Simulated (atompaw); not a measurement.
Building the PAW (atompaw) potential for cobalt (Co) (PBE, scalar-relativistic).

atompaw 4.2.0.5 input, output lines left out:

```
Co 27
GGA-PBE scalarrelativistic loggrid 1500 logderivrange -10 5 376
4 4 3 0 0 0
4 0 1.5
4 1 0.5
3 2 7
0 0 0
c
c
v
v
c
v
v
v
2
1.25 1.00 0.90 0.75
n
n
y
3.45
n
custom polynom vanderbiltortho besselshape
bessel
1.25
1.20
1.25
1.25
0.80
0.80
```

All-electron outer shells of the reference configuration (PBE, scalar-relativistic, ld1.x):

```csv
shell,level (eV),outermost node (bohr),outermost maximum (bohr)
2s,-899.93,0.08,0.21
2p,-770.87,–,0.17
3s,-103.38,0.31,0.66
3p,-66.62,0.28,0.68
3d,-9.16,–,0.66
4s,-6.09,0.96,2.29
4p,-1.73,1.05,3.17
```

(1) Is a potential produced?

## Answers

(1) No. atompaw 4.2.0.5 stopped with "atompaw: The overlap operator has at least one negative eigenvalue!": the overlap operator built from these waves and projectors is not positive definite.
